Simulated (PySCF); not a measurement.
CH6FNO2Si, SMILES N(C)[Si](O)(O)F. The structure is a stationary point at PBE0-D3(BJ)/def2-SVP. The structure was generated by enumeration, and PubChem lists no compound with its InChIKey, so it may never have been made. One conformer was computed; it need not be the lowest.

The numbers are results of PySCF 2.14.0 with PBE0-D3(BJ)/def2-SVP, not measurements.

Harmonic wavenumbers (cm⁻¹): 82, 144, 166, 213, 255, 304, 334, 346, 368, 444, 478, 730, 808, 813, 923, 960, 988, 1099, 1147, 1191, 1413, 1450, 1472, 1502, 3022, 3092, 3147, 3653, 3937, 3942. Rotational constants (GHz): 3.812, 2.156, 2.049; symmetry number 1.

**Question.** Work out the zero-point energy and the ideal-gas rigid-rotor harmonic-oscillator thermochemistry at 298.15 K and 1 atm.

**Answer.** ZPE = ½ Σ hcν = ½ × 38422 cm⁻¹ = 229.82 kJ/mol. H − E(el) = 254.28 kJ/mol. Entropy in J/(mol K): translation 167.50, rotation 114.42, vibration 85.50, total 367.42. G − E(el) = 144.73 kJ/mol. Cp = 128.67 J/(mol K). Modes under 150 cm⁻¹ make the vibrational entropy uncertain.
